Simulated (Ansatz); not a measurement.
Molecular dynamics of C₃H₁₀O₂Si

Input file:

```yaml
crystal:
  periodic: [false, false, false]
  atoms:
    - { symbol: C, position_ang: [0.286173, -2.400902, -0.276205] }
    - { symbol: O, position_ang: [-0.198544, -1.01898, -0.357779] }
    - { symbol: C, position_ang: [0.991181, -0.153797, -0.502903] }
    - { symbol: Si, position_ang: [0.417677, 1.658201, -0.553546] }
    - { symbol: O, position_ang: [-0.264476, 2.124532, 0.956604] }
    - { symbol: C, position_ang: [-1.442497, 1.283338, 1.196822] }
    - { symbol: H, position_ang: [-0.60449, -3.046243, -0.164936] }
    - { symbol: H, position_ang: [0.838274, -2.70606, -1.19207] }
    - { symbol: H, position_ang: [0.957245, -2.561392, 0.596136] }
    - { symbol: H, position_ang: [1.551779, -0.409539, -1.429684] }
    - { symbol: H, position_ang: [1.697468, -0.316407, 0.34085] }
    - { symbol: H, position_ang: [1.565449, 2.516216, -0.751676] }
    - { symbol: H, position_ang: [-0.522527, 1.810356, -1.651548] }
    - { symbol: H, position_ang: [-1.744723, 1.429536, 2.25192] }
    - { symbol: H, position_ang: [-1.244163, 0.199254, 1.026942] }
    - { symbol: H, position_ang: [-2.306726, 1.569186, 0.555272] }
basis:
  gaussian: { orbitals: STO-3G }
hamiltonian:
  xc: r2scan
  dispersion: d4
md:
  timestep: 0.5
  n_steps: 86
  ensemble: nvt_nose_hoover
  temperature: 50.0
  initial_velocities: maxwell_boltzmann
  seed: 866873
  nose_hoover: { tau: 50.0, chain_length: 3 }
```

Command:

```bash
$ ansatz run input.yaml --threads 1 --pin off --max-ram 2048MiB --backend cpu --events-out ev --progress --plain --runs-dir out
```

It starts from a relaxed structure.

Output, in part (one step line in 2, the closing report, with atoms numbered from 0):

```
md step     0: t =     0.00 fs  T =    50.0 K  F+E_penalty+E_count = -15055.68026356 eV  E_kin = 0.090482 eV  conserved = -15055.58978156 eV  (22 SCF iters)
md step     2: t =     1.00 fs  T =    45.3 K  F+E_penalty+E_count = -15055.67170338 eV  E_kin = 0.082028 eV  conserved = -15055.58967602 eV  (20 SCF iters)
md step     4: t =     2.00 fs  T =    34.8 K  F+E_penalty+E_count = -15055.65244250 eV  E_kin = 0.063012 eV  conserved = -15055.58943767 eV  (20 SCF iters)
md step     6: t =     3.00 fs  T =    26.1 K  F+E_penalty+E_count = -15055.63650571 eV  E_kin = 0.047227 eV  conserved = -15055.58930353 eV  (20 SCF iters)
md step     8: t =     4.00 fs  T =    23.5 K  F+E_penalty+E_count = -15055.63189194 eV  E_kin = 0.042566 eV  conserved = -15055.58938169 eV  (20 SCF iters)
md step    10: t =     5.00 fs  T =    24.8 K  F+E_penalty+E_count = -15055.63437589 eV  E_kin = 0.044951 eV  conserved = -15055.58952966 eV  (20 SCF iters)
md step    12: t =     6.00 fs  T =    25.4 K  F+E_penalty+E_count = -15055.63536381 eV  E_kin = 0.045972 eV  conserved = -15055.58956652 eV  (21 SCF iters)
md step    14: t =     7.00 fs  T =    23.8 K  F+E_penalty+E_count = -15055.63232884 eV  E_kin = 0.043107 eV  conserved = -15055.58948296 eV  (20 SCF iters)
md step    16: t =     8.00 fs  T =    22.5 K  F+E_penalty+E_count = -15055.62978732 eV  E_kin = 0.040749 eV  conserved = -15055.58939741 eV  (20 SCF iters)
md step    18: t =     9.00 fs  T =    24.2 K  F+E_penalty+E_count = -15055.63266857 eV  E_kin = 0.043747 eV  conserved = -15055.58939754 eV  (20 SCF iters)
md step    20: t =    10.00 fs  T =    28.8 K  F+E_penalty+E_count = -15055.64100977 eV  E_kin = 0.052167 eV  conserved = -15055.58947287 eV  (20 SCF iters)
md step    22: t =    11.00 fs  T =    34.0 K  F+E_penalty+E_count = -15055.65030054 eV  E_kin = 0.061573 eV  conserved = -15055.58956139 eV  (20 SCF iters)
md step    24: t =    12.00 fs  T =    36.8 K  F+E_penalty+E_count = -15055.65511825 eV  E_kin = 0.066588 eV  conserved = -15055.58961221 eV  (21 SCF iters)
md step    26: t =    13.00 fs  T =    35.5 K  F+E_penalty+E_count = -15055.65242144 eV  E_kin = 0.064179 eV  conserved = -15055.58959238 eV  (21 SCF iters)
md step    28: t =    14.00 fs  T =    30.8 K  F+E_penalty+E_count = -15055.64366793 eV  E_kin = 0.055789 eV  conserved = -15055.58948961 eV  (20 SCF iters)
md step    30: t =    15.00 fs  T =    26.3 K  F+E_penalty+E_count = -15055.63518042 eV  E_kin = 0.047664 eV  conserved = -15055.58936677 eV  (21 SCF iters)
md step    32: t =    16.00 fs  T =    25.9 K  F+E_penalty+E_count = -15055.63417017 eV  E_kin = 0.046913 eV  conserved = -15055.58934329 eV  (21 SCF iters)
md step    34: t =    17.00 fs  T =    30.3 K  F+E_penalty+E_count = -15055.64193609 eV  E_kin = 0.054844 eV  conserved = -15055.58945455 eV  (20 SCF iters)
md step    36: t =    18.00 fs  T =    35.9 K  F+E_penalty+E_count = -15055.65186834 eV  E_kin = 0.064980 eV  conserved = -15055.58959916 eV  (21 SCF iters)
md step    38: t =    19.00 fs  T =    37.9 K  F+E_penalty+E_count = -15055.65517627 eV  E_kin = 0.068642 eV  conserved = -15055.58965441 eV  (20 SCF iters)
md step    40: t =    20.00 fs  T =    34.4 K  F+E_penalty+E_count = -15055.64827697 eV  E_kin = 0.062235 eV  conserved = -15055.58957868 eV  (20 SCF iters)
md step    42: t =    21.00 fs  T =    27.6 K  F+E_penalty+E_count = -15055.63552401 eV  E_kin = 0.050001 eV  conserved = -15055.58942988 eV  (20 SCF iters)
md step    44: t =    22.00 fs  T =    22.4 K  F+E_penalty+E_count = -15055.62571972 eV  E_kin = 0.040610 eV  conserved = -15055.58932967 eV  (23 SCF iters)
md step    46: t =    23.00 fs  T =    22.1 K  F+E_penalty+E_count = -15055.62476238 eV  E_kin = 0.039908 eV  conserved = -15055.58937012 eV  (21 SCF iters)
md step    48: t =    24.00 fs  T =    25.2 K  F+E_penalty+E_count = -15055.63027605 eV  E_kin = 0.045619 eV  conserved = -15055.58951043 eV  (20 SCF iters)
md step    50: t =    25.00 fs  T =    27.5 K  F+E_penalty+E_count = -15055.63413693 eV  E_kin = 0.049797 eV  conserved = -15055.58959633 eV  (20 SCF iters)
md step    52: t =    26.00 fs  T =    26.3 K  F+E_penalty+E_count = -15055.63145849 eV  E_kin = 0.047622 eV  conserved = -15055.58952330 eV  (20 SCF iters)
md step    54: t =    27.00 fs  T =    23.9 K  F+E_penalty+E_count = -15055.62652021 eV  E_kin = 0.043253 eV  conserved = -15055.58937015 eV  (21 SCF iters)
md step    56: t =    28.00 fs  T =    25.0 K  F+E_penalty+E_count = -15055.62809072 eV  E_kin = 0.045288 eV  conserved = -15055.58932769 eV  (19 SCF iters)
md step    58: t =    29.00 fs  T =    31.0 K  F+E_penalty+E_count = -15055.63848555 eV  E_kin = 0.056049 eV  conserved = -15055.58946779 eV  (19 SCF iters)
md step    60: t =    30.00 fs  T =    37.3 K  F+E_penalty+E_count = -15055.64949293 eV  E_kin = 0.067528 eV  conserved = -15055.58964261 eV  (20 SCF iters)
md step    62: t =    31.00 fs  T =    38.4 K  F+E_penalty+E_count = -15055.65068290 eV  E_kin = 0.069427 eV  conserved = -15055.58967029 eV  (20 SCF iters)
md step    64: t =    32.00 fs  T =    32.9 K  F+E_penalty+E_count = -15055.63995022 eV  E_kin = 0.059531 eV  conserved = -15055.58953879 eV  (20 SCF iters)
md step    66: t =    33.00 fs  T =    24.9 K  F+E_penalty+E_count = -15055.62464914 eV  E_kin = 0.044971 eV  conserved = -15055.58937842 eV  (21 SCF iters)
md step    68: t =    34.00 fs  T =    19.4 K  F+E_penalty+E_count = -15055.61428802 eV  E_kin = 0.035142 eV  conserved = -15055.58930120 eV  (20 SCF iters)
md step    70: t =    35.00 fs  T =    19.3 K  F+E_penalty+E_count = -15055.61368274 eV  E_kin = 0.034922 eV  conserved = -15055.58932759 eV  (20 SCF iters)
md step    72: t =    36.00 fs  T =    23.7 K  F+E_penalty+E_count = -15055.62127811 eV  E_kin = 0.042899 eV  conserved = -15055.58942627 eV  (20 SCF iters)
md step    74: t =    37.00 fs  T =    29.4 K  F+E_penalty+E_count = -15055.63100678 eV  E_kin = 0.053129 eV  conserved = -15055.58954091 eV  (20 SCF iters)
md step    76: t =    38.00 fs  T =    32.5 K  F+E_penalty+E_count = -15055.63594829 eV  E_kin = 0.058758 eV  conserved = -15055.58959011 eV  (20 SCF iters)
md step    78: t =    39.00 fs  T =    31.4 K  F+E_penalty+E_count = -15055.63321638 eV  E_kin = 0.056863 eV  conserved = -15055.58952481 eV  (20 SCF iters)
md step    80: t =    40.00 fs  T =    28.2 K  F+E_penalty+E_count = -15055.62659411 eV  E_kin = 0.051083 eV  conserved = -15055.58940942 eV  (21 SCF iters)
md step    82: t =    41.00 fs  T =    26.5 K  F+E_penalty+E_count = -15055.62270914 eV  E_kin = 0.047909 eV  conserved = -15055.58936987 eV  (21 SCF iters)
md step    84: t =    42.00 fs  T =    27.4 K  F+E_penalty+E_count = -15055.62386301 eV  E_kin = 0.049667 eV  conserved = -15055.58943906 eV  (20 SCF iters)
md step    86: t =    43.00 fs  T =    29.0 K  F+E_penalty+E_count = -15055.62597329 eV  E_kin = 0.052408 eV  conserved = -15055.58952652 eV  (24 SCF iters)
Total energy: -15055.62598096 eV, -553.2840497306 hartree
Atom 0 at     0.257469    -2.384742    -0.235461 Å, force    -0.525304     0.096219    -0.609144 eV/Å
Atom 1 at    -0.212519    -0.987523    -0.294886 Å, force     0.591148    -0.176432    -0.228251 eV/Å
Atom 2 at     0.988922    -0.147981    -0.576007 Å, force    -0.792366     0.262624     0.122543 eV/Å
Atom 3 at     0.449473     1.687014    -0.543955 Å, force     0.140058    -0.617481     0.043289 eV/Å
Atom 4 at    -0.297579     2.109372     0.943270 Å, force     0.045925    -0.084138     0.048411 eV/Å
Atom 5 at    -1.426431     1.193290     1.163141 Å, force    -0.068938     0.070057     0.065111 eV/Å
Atom 6 at    -0.647062    -3.002078    -0.075989 Å, force     0.088996    -0.000759     0.311801 eV/Å
Atom 7 at     0.697124    -2.728850    -1.201223 Å, force     0.152025     0.208985     0.143833 eV/Å
Atom 8 at     0.995694    -2.545904     0.570766 Å, force     0.087731    -0.116196     0.177318 eV/Å
Atom 9 at     1.430374    -0.415479    -1.561153 Å, force     0.067983    -0.006574     0.104354 eV/Å
Atom 10 at     1.753301    -0.308286     0.201252 Å, force     0.341116    -0.220242     0.113327 eV/Å
Atom 11 at     1.640471     2.487690    -0.661134 Å, force     0.051582     0.227527    -0.038211 eV/Å
Atom 12 at    -0.435424     1.869049    -1.664091 Å, force    -0.201603     0.194648    -0.297040 eV/Å
Atom 13 at    -1.748959     1.346329     2.212393 Å, force    -0.078967    -0.095121    -0.080403 eV/Å
Atom 14 at    -1.168547     0.117898     0.997006 Å, force     0.119159     0.142942     0.070193 eV/Å
Atom 15 at    -2.290549     1.414217     0.496481 Å, force    -0.018545     0.113942     0.052869 eV/Å
Dipole moment:     0.183014    -0.243969    -0.165143 e Å
```

All steps were run. The conserved energy stayed within 0.03 meV per atom of its start (net change 0.016 meV per atom), so the integration is sound. The mean temperature of the second half is 45 % below the set value. A run of 0.043 ps of so small a system gives no equilibrium averages. Limits of this set-up: minimal basis.

The same pairs are bonded in the first frame and the last. Pairs count as bonded within 1.25 times the sum of covalent radii (0.12 Å more for H–H).

Last frame:

```xyz
16
Properties=species:S:1:pos:R:3
C 0.258 -2.385 -0.235
O -0.212 -0.988 -0.295
C 0.989 -0.148 -0.576
Si 0.450 1.687 -0.544
O -0.298 2.109 0.943
C -1.426 1.193 1.163
H -0.647 -3.002 -0.076
H 0.697 -2.729 -1.201
H 0.996 -2.546 0.571
H 1.430 -0.415 -1.561
H 1.753 -0.308 0.201
H 1.641 2.488 -0.661
H -0.435 1.869 -1.664
H -1.749 1.346 2.212
H -1.169 0.118 0.997
H -2.291 1.414 0.496
```

The run took 19 min on 1 CPU thread of a shared host.
